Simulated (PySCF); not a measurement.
Geometry:
| atom | x (Å) | y (Å) | z (Å) |
| --- | --- | --- | --- |
| C1 | -1.420 | -0.752 | 0.294 |
| Si2 | -0.252 | 0.705 | 0.032 |
| F3 | -0.094 | 1.518 | 1.421 |
| Cl4 | -0.760 | 2.025 | -1.373 |
| C5 | 1.568 | 0.102 | -0.286 |
| F6 | 1.865 | -0.979 | 0.488 |
| F7 | 1.746 | -0.308 | -1.573 |
| H8 | -1.051 | -1.406 | 1.081 |
| H9 | -1.526 | -1.350 | -0.608 |
| H10 | -2.411 | -0.410 | 0.582 |
| H11 | 2.341 | 0.858 | -0.083 |

One averaged value for each set of equivalent atoms, one conformer, non-relativistic Hamiltonian, gas phase. PBE0/pcSseg-1 with gauge-including orbitals; geometry: GFN2-xTB; PySCF.

References, each an isolated molecule treated in the same way: TMS for ¹³C (σref 186.93), ¹H (σref 31.72), ²⁹Si (σref 349.16); ¹⁹F (σref 170.95) against CFCl3; ³⁵Cl (σref 949.78) against HCl.

```csv
atoms,nucleus,count,Hirshfeld charge,δ (ppm)
C5,¹³C,1,0.05,124.6
H8/H9/H10,¹H,3,0.06,?
F6,¹⁹F,1,-0.11,-158.5
C1,¹³C,1,-0.21,?
H11,¹H,1,0.05,?
Si2,²⁹Si,1,0.45,12.4
F7,¹⁹F,1,-0.12,-160.1
Cl4,³⁵Cl,1,-0.09,41
F3,¹⁹F,1,-0.20,-156.0
```

Task: Fill in the missing shifts.

Result: 
- C1: -0.8 ppm, methyl carbon bonded to Si; an electropositive neighbour leaves it electron-rich and shielded
- H11: 6.21 ppm, hydrogen on an sp3 CH bonded to 2 F and Si; its carbon carries F, hence the downfield position
- H8/H9/H10: 0.70 ppm, hydrogen on a methyl carbon bonded to Si; an electropositive neighbour shields it, as in TMS itself

Shifts are as computed. Against solution values, carbons near 30 ppm lie about +3 ppm off and those near 130 ppm about +5 ppm. Of 1211 compounds with measured shifts, 218 miss one by over three times the rms of a fit or turn the order of signals round; such compounds aren't used in these exercises. Unscaled 19F shifts against computed CFCl3 carry errors that often reach 10 to 50 ppm.
